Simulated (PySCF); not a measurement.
Spin states and ions at one geometry of [Re(BH4)4]+

PySCF 2.14.0, UKS r2SCAN, Re def2-SVP with ECP60, B def2-SVP, H def2-SVP; non-relativistic Hamiltonian with scalar-relativistic core potentials where named; density fitting; no spin-orbit coupling; singlets restricted, open shells unrestricted. The geometry is relaxed for charge +1, triplet, vacuum:

```xyz
21

Re    0.0000    0.0000   -0.0531
B     1.4388    1.4388    1.0451
H     1.6505    1.6505    2.2304
H     0.5806    0.5806    1.5657
H     2.3868    0.8828    0.5162
H     0.8828    2.3868    0.5162
B    -1.4388   -1.4388    1.0451
H    -1.6505   -1.6505    2.2304
H    -0.5806   -0.5806    1.5657
H    -2.3868   -0.8828    0.5162
H    -0.8828   -2.3868    0.5162
B     1.2566   -1.2566   -1.2257
H     1.9494   -1.9494   -1.9164
H     1.3376   -1.3376    0.0839
H     0.0357   -1.5388   -1.3945
H     1.5388   -0.0357   -1.3945
B    -1.2566    1.2566   -1.2257
H    -1.9494    1.9494   -1.9164
H    -1.3376    1.3376    0.0839
H    -0.0357    1.5388   -1.3945
H    -1.5388    0.0357   -1.3945
```

Energies count from the relaxed state; an electron taken off or put on is at rest in vacuum. Charges and spins are Mulliken's.

| state | energy (eV) | spin squared | charge on Re1 (e) | spin on Re1 (e) | dipole about the centre of mass (D) |
| --- | --- | --- | --- | --- | --- |
| charge +1, triplet, vacuum | 0.00 | 2.02 | 0.56 | 1.56 | 1.45 |
| charge +1, singlet, vacuum | 0.34 | 0.00 | 0.51 | 0.00 | 2.72 |
| charge +1, quintet, vacuum | 2.80 | 6.03 | 0.49 | 2.16 | 0.20 |
| charge +2, doublet, vacuum | 13.57 | 0.76 | 0.57 | 0.60 | 1.33 |
| charge +2, quartet, vacuum | 15.58 | 3.78 | 0.52 | 1.52 | 0.43 |
| charge 0, doublet, vacuum | -7.76 | 0.77 | 0.42 | 0.90 | 2.83 |

Question: What does the state charge 0, quartet, vacuum give?

Answer: energy (eV) -7.94, spin squared 3.77, charge on Re1 (e) 0.51, spin on Re1 (e) 2.21, dipole about the centre of mass (D) 0.70.

With an electron taken off (doublet, the lower of the two states computed) the charges change, summed by element, by Re +0.01 e, B +0.03 e, H +0.95 e. The vertical ionisation energy is 13.57 eV, against −ε(HOMO) = 11.15 eV over both spins of the relaxed state. The level lies 2.4 eV too high, as is usual for semilocal functionals and global hybrids, which keep a self-interaction error.

With an electron put on (quartet, the lower of the two states computed) the charges change, summed by element, by Re -0.05 e, B -0.07 e, H -0.88 e. The vertical electron affinity is 7.94 eV, against −ε(LUMO) = 10.31 eV over both spins of the relaxed state.

Open shells may have lower solutions than those found. Hard to converge, so the more doubtful: charge +2, quartet, vacuum.

No frequency check is given that shows the relaxed geometry to be a minimum.
